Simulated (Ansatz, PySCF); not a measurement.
This Ansatz (a first-principles code) input computes a CCSD(T)/cc-pVDZ energy:

Ansatz 0.2 input:
```yaml
crystal:
  periodic: [false, false, false]
  atoms:
    - {symbol: B, position_ang: [-0.00000000, -0.00000000, -0.69204907]}
    - {symbol: N, position_ang: [0.00000000, 0.00000000, 0.54091630]}
    - {symbol: H, position_ang: [-0.00000000, -0.00000000, -1.85890057]}
    - {symbol: H, position_ang: [0.00000000, 0.00000000, 1.53273184]}
basis:
  gaussian:
    orbitals: cc-pVDZ
magnetization: {spin_polarized: false}
correlation: {method: ccsd_t, electrons: outside_noble_gas}
```

Q: Write an input for the same energy in PySCF and say what it gives.

A: 
```python
from pyscf import gto, scf, mp, cc as ccmod

mol = gto.M(
    atom='''
    B    -0.00000000   -0.00000000   -0.69204907
    N     0.00000000    0.00000000    0.54091630
    H    -0.00000000   -0.00000000   -1.85890057
    H     0.00000000    0.00000000    1.53273184
    ''',
    basis='cc-pvdz',
    charge=0,
    spin=0,
    verbose=4,
)

mf = scf.RHF(mol)
mf.conv_tol = 1e-10
mf.max_cycle = 100
mf.kernel()
mp2 = mp.MP2(mf, frozen=2).run()
cc = ccmod.CCSD(mf, frozen=2)
cc.max_cycle = 100
cc.kernel()
et = cc.ccsd_t()
print(f'E(CCSD(T)) = {cc.e_tot + et:.9f}')
```
It gives -80.57511 Eh, and Ansatz -80.57511 Eh, a difference of 0.00 mEh.
